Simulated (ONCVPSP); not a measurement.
## Reading a pseudo-wave (Li (Z = 3))

Columns: radius, all-electron u(r) and pseudo u(r) of the 1s shell (level -51.37 eV) of lithium in the configuration 1s2 2s1; PBEsol, scalar-relativistic, ONCV scheme, ONCVPSP 4.0.1.

```json
{"r (bohr)": "0.062", "all-electron": "0.4756", "pseudo": "0.2902"}
{"r (bohr)": "0.125", "all-electron": "0.7959", "pseudo": "0.5658"}
{"r (bohr)": "0.188", "all-electron": "0.9967", "pseudo": "0.8049"}
{"r (bohr)": "0.250", "all-electron": "1.1100", "pseudo": "0.9922"}
{"r (bohr)": "0.312", "all-electron": "1.1635", "pseudo": "1.1247"}
{"r (bohr)": "0.375", "all-electron": "1.1748", "pseudo": "1.2029"}
{"r (bohr)": "0.438", "all-electron": "1.1558", "pseudo": "1.2286"}
{"r (bohr)": "0.500", "all-electron": "1.1171", "pseudo": "1.2107"}
{"r (bohr)": "0.562", "all-electron": "1.0654", "pseudo": "1.1609"}
{"r (bohr)": "0.625", "all-electron": "1.0046", "pseudo": "1.0886"}
{"r (bohr)": "0.688", "all-electron": "0.9394", "pseudo": "1.0049"}
{"r (bohr)": "0.750", "all-electron": "0.8736", "pseudo": "0.9195"}
{"r (bohr)": "0.812", "all-electron": "0.8080", "pseudo": "0.8367"}
{"r (bohr)": "0.875", "all-electron": "0.7429", "pseudo": "0.7584"}
{"r (bohr)": "0.938", "all-electron": "0.6805", "pseudo": "0.6873"}
{"r (bohr)": "1.000", "all-electron": "0.6221", "pseudo": "0.6244"}
{"r (bohr)": "1.062", "all-electron": "0.5672", "pseudo": "0.5677"}
{"r (bohr)": "1.125", "all-electron": "0.5152", "pseudo": "0.5152"}
{"r (bohr)": "1.188", "all-electron": "0.4669", "pseudo": "0.4669"}
{"r (bohr)": "1.250", "all-electron": "0.4231", "pseudo": "0.4230"}
{"r (bohr)": "1.312", "all-electron": "0.3827", "pseudo": "0.3827"}
{"r (bohr)": "1.375", "all-electron": "0.3451", "pseudo": "0.3451"}
{"r (bohr)": "1.438", "all-electron": "0.3108", "pseudo": "0.3108"}
{"r (bohr)": "1.500", "all-electron": "0.2800", "pseudo": "0.2800"}
{"r (bohr)": "1.562", "all-electron": "0.2520", "pseudo": "0.2520"}
{"r (bohr)": "1.625", "all-electron": "0.2262", "pseudo": "0.2262"}
```

**Question.** How many radial nodes do the two functions have?

**Answer.** The all-electron 1s function has n − l − 1 = 0; the pseudo-wave has 0.

**Question.** At about which radius was the pseudo-wave matched?

**Answer.** 1.15 bohr. The columns agree to 0.0005 from 1.06 bohr on; several derivatives are matched, so the curves merge somewhat inside the radius.

**Question.** Is the pseudo-wave norm-conserving?

**Answer.** Yes: the ONCV scheme keeps the norm inside the radius equal to the all-electron one, which fixes the energy derivative of the logarithmic derivative at the level.
